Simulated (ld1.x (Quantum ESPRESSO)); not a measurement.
## What one change does to a pseudopotential (copper (Cu), PAW)

| Quantity | Value |
| --- | --- |
| Element | Cu (Z = 29) |
| Generator | ld1.x (Quantum ESPRESSO) 7.5 |
| Type | PAW |
| Functional | LDA (PZ) |
| Relativity | non-relativistic |
| Frozen core | [Ar] |
| Valence charge | 11 |
| Reference configuration | 3d10 4s1 4p0 |
| Partial waves | 4s (bound): rcut 2.10, rcutus 2.65 bohr; 4s channel at 2.5 Ry: rcut 2.10, rcutus 2.65 bohr; 4p (bound, empty): rcut 2.75, rcutus 3.20 bohr; 4p channel at 0.9 Ry: rcut 2.75, rcutus 3.20 bohr; 3d (bound): rcut 1.30, rcutus 1.40 bohr; 3d channel at 3.2 Ry: rcut 1.30, rcutus 1.40 bohr |
| Local potential | all-electron potential smoothed inside 1.25 bohr (lloc = -2) |
| Core correction | Bessel-smoothed model core inside 1.20 bohr |
| Augmentation charge | PSQ, inside the norm-conserving radii |

Change: waves 3d (bound): rcut 1.30, rcutus 1.54 bohr; 3d channel at 3.2 Ry: rcut 1.30, rcutus 1.54 bohr.

Cutoffs: the cutoffs (Ry, on a coarse ladder) from which the occupation-weighted sum of valence levels, in a spherical-Bessel basis at the reference potential, stays within 10 and 1 mRy of its value at 400 Ry; they do not see the model core or the augmentation charge, which bear on the density cutoff. Errors are all-electron minus pseudo energies relative to the spin-unpolarised reference configuration.

**Question.** Predict the effect on cutoff, ghosts and configuration errors.

**Answer.** The potential gets softer (55 Ry and 100 Ry → 45 Ry and 80 Ry); of the 9 tests that both files solve, the error grows in 2 and shrinks in 0 by more than 15 % and 0.3 meV (median size 52.5 → 53.7 meV); neither file shows a bound ghost. A larger radius leaves more room for a smooth pseudo-wave, so fewer plane waves are needed.

| quantity | base | changed |
| --- | --- | --- |
| cutoff, loose | 55 Ry | 45 Ry |
| cutoff, tight | 100 Ry | 80 Ry |
| loose cutoff by channel (10 mRy a level) | s 6 Ry, d 45 Ry | s 6 Ry, d 40 Ry |
| bound ghosts | none | none |
| error for 3d10 4s0 4p0, meV [ΔE 8.19 eV] | -3.8 | -4.7 |
| error for 3d9 4s0 4p0, meV [ΔE 30.03 eV] | -57 | -58 |
| error for 3d8 4s0 4p0, meV [ΔE 69.66 eV] | -497 | -498 |
| error for 3d9 4s1 4p1, meV [ΔE 7.18 eV] | -51 | -53 |
| error for 3d10 4s0 4p1, meV [ΔE 4.06 eV] | -0.8 | -1.2 |
| error for 3d9 4s1 4p0, meV [ΔE 12.14 eV] | -53 | -54 |
| error for 3d7 4s0 4p0, meV [ΔE 130.06 eV] | -1819 | -1864 |
| error for 3d10 4s1 4p0 (spin-polarised), meV [ΔE -0.18 eV] | -0.2 | -0.3 |
| error for 3d9 4s0 4p0 (spin-polarised), meV [ΔE 29.79 eV] | -57 | -59 |
| s: phases at 3.50 bohr within 0.05 rad from the reference energy up to (Ry; the scan ends near 5) | 3.5 | 3.5 |
| p: phases at 3.50 bohr within 0.05 rad from the reference energy up to (Ry; the scan ends near 5) | 2.2 | 2.2 |
| d: phases at 3.50 bohr within 0.05 rad from the reference energy up to (Ry; the scan ends near 5) | to the end of the scan | to the end of the scan |
| lowest overlap eigenvalue by channel | s 0.63, p 0.56, d 0.18 | s 0.63, p 0.56, d 0.89 |
